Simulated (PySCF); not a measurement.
Atom-mapped SMILES (the numbers label the heavy atoms): `[CH3:1][C:2]#[C:3][AlH:4][C:5]([CH3:6])([CH3:7])[CH3:8]`. Hydrogens are named by the atom that carries them.

- geometry from PBE0-D3(BJ)/def2-SVP
- shieldings: GIAO PBE0/pcSseg-1
- program: PySCF 2.14.0 with density-fitted response routines
- a single conformation, gas phase, non-relativistic Hamiltonian, fast rotation and ring inversion assumed for equivalent nuclei

Shifts are taken against calculated references (same method and geometry level): 13C (184.41 ppm), 1H (31.27 ppm) vs TMS; AlH4- for 27Al (489.28 ppm).

```tsv
atoms	nucleus	count	Hirshfeld charge	δ (ppm)
C6/C7/C8	13C	3	-0.12	28.3
C1	13C	1	-0.09	6.1
H(C1)	1H	3	0.06	?
H(Al4)	1H	1	-0.17	4.86
C3	13C	1	-0.26	95.6
Al4	27Al	1	0.53	?
H(C6)/H(C7)/H(C8)	1H	9	0.03	?
C2	13C	1	-0.03	118.9
C5	13C	1	-0.11	18.4
```

Estimate the values marked ?.

Results:


- H(C1): 1.99 ppm, hydrogen on a propargylic methyl carbon
- H(C6)/H(C7)/H(C8): 0.99 ppm, hydrogen on a methyl carbon
- Al4: 161.8 ppm, aluminium bonded to 2 C, H

Hydrides on Al or Ga are broadened by the quadrupolar metal nucleus. Shifts are as computed. Against solution values, carbons near 30 ppm lie about +2 ppm off and those near 130 ppm about +5 ppm. Of 1211 compounds with measured shifts, 218 miss one by over three times the rms of a fit or turn the order of signals round; such compounds aren't used in these exercises.
